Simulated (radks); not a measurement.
Species: S2+. Configuration: [Ne] 3s2 3p1 6d1 (not the ground configuration). Calculated with a radial shooting solver on a logarithmic mesh with Libxc functionals: scalar-relativistic Kohn-Sham, PBE, spin-unpolarised, spherical densities, point nucleus.

Normalised radial functions P(r) = r R(r), r in bohr:

r,3p,6d
0.005776,0.0015,0.0000
0.007765,0.0026,0.0000
0.01052,0.0046,0.0000
0.01426,0.0082,0.0000
0.01933,0.0144,0.0000
0.02599,0.0246,0.0001
0.03522,0.0418,0.0001
0.04774,0.0695,0.0003
0.06469,0.1117,0.0007
0.08768,0.1719,0.0016
0.1179,0.2472,0.0034
0.1598,0.3318,0.0071
0.2165,0.3988,0.0140
0.2934,0.4051,0.0263
0.3945,0.3056,0.0453
0.5347,0.0674,0.0732
0.7246,-0.2795,0.1069
0.9821,-0.6295,0.1361
1.331,-0.8320,0.1380
1.789,-0.7701,0.0800
2.425,-0.4931,-0.0490
3.287,-0.2066,-0.1741
4.455,-0.0499,-0.1395
5.989,-0.0062,0.0905
8.117,-0.0003,0.2345
11,0.0000,-0.0445
14.91,0.0000,-0.3481
20.2,0.0000,-0.1844
27.16,0.0000,-0.0232
36.82,0.0000,-0.0006

3p: eigenvalue -37.749 eV, 1 radial node at r = 0.571 bohr, <r> = 1.67 bohr, 90 % of the charge inside 2.52 bohr. 6d: eigenvalue -3.588 eV, 3 radial nodes at r = 2.19, 5.41, 10.6 bohr, <r> = 14.1 bohr, 90 % of the charge inside 19.3 bohr.
